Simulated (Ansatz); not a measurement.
Frontier orbitals of C$_{3}$H$_{7}$Al (`C/C=[CH]/[AlH2]`).

The species carries charge 0 and has multiplicity 1. The geometry is a stationary point of PBE0-D4/def2-TZVP. Basis def2-TZVPP, Ansatz 0.2.0.

```
functional  HOMO (eV)  LUMO (eV)
   ωB97M-V      -9.86       0.21
```

Give HOMO and LUMO (eV) with LDA (SPW92), PBE, revPBE, BLYP, r2SCAN, B97M-V, PBE0, B3LYP, r2SCANh, r2SCAN0, HSE06 (plane-wave form), BHLYP, CAM-B3LYP, LC-ωPBE, ωB97X-V, HF. (Estimate.)

Ansatz gave: 
```json
{"functional": "LDA (SPW92)", "HOMO": "-6.77", "LUMO": "-2.51"}
{"functional": "PBE", "HOMO": "-6.60", "LUMO": "-2.28"}
{"functional": "revPBE", "HOMO": "-6.54", "LUMO": "-2.18"}
{"functional": "BLYP", "HOMO": "-6.42", "LUMO": "-2.15"}
{"functional": "r2SCAN", "HOMO": "-6.79", "LUMO": "-2.01"}
{"functional": "B97M-V", "HOMO": "-6.81", "LUMO": "-2.15"}
{"functional": "PBE0", "HOMO": "-7.66", "LUMO": "-1.47"}
{"functional": "B3LYP", "HOMO": "-7.42", "LUMO": "-1.68"}
{"functional": "r2SCANh", "HOMO": "-7.19", "LUMO": "-1.73"}
{"functional": "r2SCAN0", "HOMO": "-7.79", "LUMO": "-1.31"}
{"functional": "HSE06 (plane-wave form)", "HOMO": "-7.26", "LUMO": "-1.84"}
{"functional": "BHLYP", "HOMO": "-8.53", "LUMO": "-0.65"}
{"functional": "CAM-B3LYP", "HOMO": "-8.93", "LUMO": "-0.52"}
{"functional": "LC-ωPBE", "HOMO": "-10.33", "LUMO": "0.55"}
{"functional": "ωB97X-V", "HOMO": "-9.94", "LUMO": "0.45"}
{"functional": "HF", "HOMO": "-9.89", "LUMO": "1.37"}
```

B3LYP here is the variant with VWN-RPA as its local correlation; programs differ in this. LC-ωPBE has ω = 0.4 bohr⁻¹. Positive LUMOs are unbound and depend on the basis.
